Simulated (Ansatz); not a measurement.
Sn₃S₂ (the lowest singlet isomer of a short search). Charge 0, multiplicity 1. Geometry r2SCAN-D4/def2-SVP, basis def2-TZVP, Ansatz.

Cartesian coordinates in Å:
```
Sn -1.474 1.316 -0.226
Sn -0.279 -0.709 1.594
Sn 1.632 -0.914 -0.675
S 1.028 1.359 0.359
S -0.907 -1.051 -1.051
```

| run | HOMO (eV) | LUMO (eV) |
| --- | --- | --- |
| A | -4.98 | -2.89 |
| B | -5.68 | -2.46 |
| C | -5.18 | -3.02 |
| D | -7.38 | -0.84 |

In the def2 sets Sn takes a core potential; there is no spin–orbit coupling. The structure comes from a short search, and lower isomers may exist.

Task: The runs used B97M-V, PBE0, r2SCAN, ωB97X-V. Estimate which is which.

Result: A B97M-V (0 % exact exchange); B PBE0 (25 % exact exchange); C r2SCAN (0 % exact exchange); D ωB97X-V (range-separated). Exact exchange lowers occupied and raises empty levels; among semilocal functionals meta-GGAs tend to open the gap a little, and such runs are hard to tell apart. The gap grows from 2.09 eV (B97M-V) to 6.54 eV (ωB97X-V). The restricted singlet is unstable towards broken spin symmetry in Hartree–Fock (as tested in another run); at B97M-V/def2-TZVP, PBE0-D4/def2-TZVP, r2SCAN-D4/def2-TZVP, ωB97X-V/def2-TZVP this wasn't settled.
